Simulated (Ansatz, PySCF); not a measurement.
Constitutional and geometric isomers with formula C2H4B2. All species are isolated molecules in the gas phase. One relaxed conformer stands for each flexible species; it need not be the lowest. Strings in code marks are SMILES.

Quantity: vertical ionisation energy (energy after one electron is removed minus that of the parent at the parent's geometry), in eV. The restricted reference of `B1=BCC1`, `CC1=BB1`, `[H]/B=C/C=B/[H]` and `CB1B=C1` is unstable towards unrestricted orbitals.

Level 1: frozen-core CCSD(T)/cc-pVTZ // CAM-B3LYP-D3(BJ)/def2-TZVP (Ansatz, an electronic-structure program)
Level 2: PBE/6-31G* // CAM-B3LYP-D3(BJ)/def2-TZVP (PySCF)
Level 3: SVWN5/6-31G* // CAM-B3LYP-D3(BJ)/def2-TZVP (PySCF)
Level 4: minus the HOMO energy of B3LYP/6-31G* // CAM-B3LYP-D3(BJ)/def2-TZVP (PySCF)

| species | level 1 | level 2 | level 3 | level 4 |
|---|---|---|---|---|
| `BC#CB` | 10.99 | 10.41 | 10.55 | 8.15 |
| `B1=BCC1` | 7.71 | 7.15 | 7.32 | 4.70 |
| `BC1=CB1` | 10.25 | 10.00 | 10.19 | 7.51 |
| `B=C=BC` | 9.40 | 9.21 | 9.48 | 6.54 |
| `CC1=BB1` | 10.33 | 9.85 | 10.00 | 7.33 |
| `[H]/B=C/C=B/[H]` | 7.62 | 7.18 | 7.37 | 4.80 |
| `CB1B=C1` | 10.16 | 9.68 | 9.82 | 7.14 |
